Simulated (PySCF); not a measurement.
M06-2X on Ga⁻ (gallium, charge -1), [Ar] 3d10 4s2 4p2, high-spin 3P determinant. Computed with PySCF 2.14 in aug-cc-pVDZ-DK (6s5p3d, 36 functions), with the spin-free X2C one-electron Hamiltonian (Gaussian nucleus).

```
cycle= 1 E= -1943.80439170295  delta_E= -0.00293  |g|= 0.0157  |ddm|= 0.229
cycle= 2 E= -1943.80466214799  delta_E= -0.00027  |g|= 0.00673  |ddm|= 0.0888
cycle= 3 E= -1943.80471874785  delta_E= -5.66e-05  |g|= 0.00215  |ddm|= 0.0248
cycle= 4 E= -1943.80474185666  delta_E= -2.31e-05  |g|= 0.000683  |ddm|= 0.0421
cycle= 5 E= -1943.80474430738  delta_E= -2.45e-06  |g|= 0.000172  |ddm|= 0.011
cycle= 6 E= -1943.80474447627  delta_E= -1.69e-07  |g|= 5.93e-05  |ddm|= 0.00265
cycle= 7 E= -1943.80474448774  delta_E= -1.15e-08  |g|= 6.61e-06  |ddm|= 0.000715
cycle= 8 E= -1943.8047444879  delta_E= -1.61e-10  |g|= 6.5e-07  |ddm|= 7.44e-05
converged SCF energy = -1943.8047444879  <S^2> = 2.0045574  2S+1 = 3.0030368
```

Highest occupied orbital energy: 0.433 eV; ⟨L²⟩ = 2.01; populations by l: s 8.00, p 14.00, d 10.00.

Task: Can this result be used?

Result: With care. The calculation finished and met its thresholds. At M06-2X the highest occupied level has a positive energy, so only the finite basis holds that electron; in a semilocal or global hybrid functional this comes from self-interaction and does not mean that the real anion is unbound.
